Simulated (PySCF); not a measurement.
## Mayer bond orders and bond lengths

Compound: C₅H₉FO₂Si.
Atom-mapped SMILES: `[O:1]=[C:2]1[CH2:3][O:4][C@@H:5]([CH2:6][CH2:7][F:8])[SiH2:9]1` (hydrogens: H10, H11 on C3; H12 on C5; H13, H14 on C6; H15, H16 on C7; H17, H18 on Si9)

Cartesian coordinates in Å at the GFN2-xTB level; atoms count from 1:
```xyz
18
C5H9FO2Si angstrom
O     -3.5506    0.2702    0.7850
C     -2.4249    0.2316    0.3581
C     -2.0786    0.3157   -1.1207
O     -0.7138    0.5808   -1.2997
C      0.1010   -0.2019   -0.4196
C      1.5235    0.3373   -0.5074
C      2.4656   -0.4492    0.3844
F      2.0766   -0.3432    1.7033
Si    -0.7539   -0.0155    1.2917
H     -2.3567   -0.6530   -1.5714
H     -2.6375    1.1058   -1.6257
H      0.0959   -1.2473   -0.7761
H      1.8837    0.2791   -1.5360
H      1.5223    1.3859   -0.2077
H      3.4878   -0.0641    0.3297
H      2.4525   -1.5173    0.1456
H     -0.7390   -1.2283    2.0970
H     -0.3626    1.2195    1.9577
```

Bond orders from the PBE0/pcSseg-1 density (PySCF). The structure is a single GFN2-xTB conformer in the gas phase; no vibrational or solvent corrections.

Task: How far do the computed orders between heavy atoms stray from the drawn ones?

Result: The largest departure is 0.197, at Si9–C2 (drawn single, 0.803). Drawn single, order below 0.88: O4–C5 (0.855), C7–F8 (0.854), C5–Si9 (0.846) and Si9–C2 (0.803).

Task: Set the Mayer orders of the bonds between heavy atoms beside their lengths.

Result: 
```json
{"bond": "O1–C2", "drawn as": "double", "length (Å)": "1.205", "Mayer order": "1.969"}
{"bond": "C2–C3", "drawn as": "single", "length (Å)": "1.521", "Mayer order": "0.921"}
{"bond": "C3–O4", "drawn as": "single", "length (Å)": "1.402", "Mayer order": "0.933"}
{"bond": "O4–C5", "drawn as": "single", "length (Å)": "1.432", "Mayer order": "0.855"}
{"bond": "C5–C6", "drawn as": "single", "length (Å)": "1.524", "Mayer order": "1.027"}
{"bond": "C6–C7", "drawn as": "single", "length (Å)": "1.517", "Mayer order": "1.043"}
{"bond": "C7–F8", "drawn as": "single", "length (Å)": "1.379", "Mayer order": "0.854"}
{"bond": "C5–Si9", "drawn as": "single", "length (Å)": "1.922", "Mayer order": "0.846"}
{"bond": "Si9–C2", "drawn as": "single", "length (Å)": "1.930", "Mayer order": "0.803"}
```

Bonds between the same two heavy elements. C–O: lowest O4–C5 (0.855, 1.432 Å), highest O1–C2 (1.969, 1.205 Å). C–C: lowest C2–C3 (0.921, 1.521 Å), highest C6–C7 (1.043, 1.517 Å). C–Si: lowest Si9–C2 (0.803, 1.930 Å), highest C5–Si9 (0.846, 1.922 Å).

Task: And the bonds to hydrogen?

Result: C–H: 0.92 to 0.96 (7 bonds); H–Si: 0.95 to 0.96 (2 bonds).

Task: Sum the orders of all bonds at each heavy atom with more than one neighbour and set the sums beside the valence in the SMILES.

Result: C2 3.693 (drawn 4), C3 3.712 (drawn 4), O4 1.788 (drawn 2), C5 3.648 (drawn 4), C6 3.945 (drawn 4), C7 3.801 (drawn 4), Si9 3.560 (drawn 4). Orders between atoms that aren't bonded are not in these sums.

Mayer orders depend on the basis set.
